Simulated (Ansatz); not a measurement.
C₄H₉Cl₂Sn (SMILES CCC[CH2][Sn]([Cl])[Cl]), doublet, geometry from GFN2-xTB (such geometries of metal compounds can be far from the true shape) (the spin is typed, not shown lowest) (all electrons, no relativity); R2SCAN/STO-3G in Ansatz (an electronic-structure program).

Here is a job for Ansatz.
Ansatz 0.2 input:
```yaml
crystal:
  periodic: [false, false, false]
  atoms:
    - {symbol: Sn, position_ang: [0.81022789, 0.72105670, 0.28106262]}
    - {symbol: C, position_ang: [0.15719912, -1.48779757, -0.76240123]}
    - {symbol: C, position_ang: [-0.58408643, -1.26538112, -2.03383495]}
    - {symbol: C, position_ang: [-1.10781266, -2.59526695, -2.62359963]}
    - {symbol: C, position_ang: [-2.21520923, -3.21874497, -1.78679294]}
    - {symbol: H, position_ang: [1.09432883, -2.02572516, -0.86378185]}
    - {symbol: H, position_ang: [-0.44152109, -1.84172039, 0.06901036]}
    - {symbol: H, position_ang: [-1.43877210, -0.60732449, -1.86604510]}
    - {symbol: H, position_ang: [0.06972827, -0.80625581, -2.77927225]}
    - {symbol: H, position_ang: [-1.48975664, -2.38203456, -3.62402429]}
    - {symbol: H, position_ang: [-0.27672459, -3.29665598, -2.72238262]}
    - {symbol: H, position_ang: [-3.02007898, -2.50508840, -1.62748533]}
    - {symbol: H, position_ang: [-1.84433898, -3.54193412, -0.81791744]}
    - {symbol: H, position_ang: [-2.62327716, -4.08686303, -2.29969426]}
    - {symbol: Cl, position_ang: [0.76106071, 0.18939230, 2.61740253]}
    - {symbol: Cl, position_ang: [-1.23409172, 1.95436718, 0.07190539]}
basis:
  gaussian:
    orbitals: STO-3G
    symmetry_tolerance_ang: 0.01
hamiltonian:
  xc: r2scan
magnetization: {spin_polarized: true, initial_magnetization: 1}
```

### Question
Write the output that Ansatz gives for this input, abridged.

### Answer

```
Functional definition: r2SCAN
967 factors; integrals over basis functions are off by at most 4.7e-5 eV
mean field evaluation 1: about -191344.4677 eV, gradient 1.2e1 eV
mean field evaluation 2: about -191341.5339 eV, gradient 2.1e1 eV
mean field evaluation 4: about -191346.5864 eV, gradient 4.7e-1 eV
mean field evaluation 8: about -191346.4902 eV, gradient 5.5e-2 eV
mean field evaluation 16: about -191346.4902 eV, gradient 4.3e-5 eV
mean field -191346.49019954 eV, -7031.8538155237 hartree, gradient 4.3e-5 eV, S^2 0.757393; 0 other end points of the search recorded, 0 dependent functions left out
reference -191346.49020794 eV, -7031.8538158323 hartree; 59, 58 occupied and 15, 16 virtual orbitals, 967 factors
Total energy: -191346.49020794 eV, -7031.8538158323 hartree
```
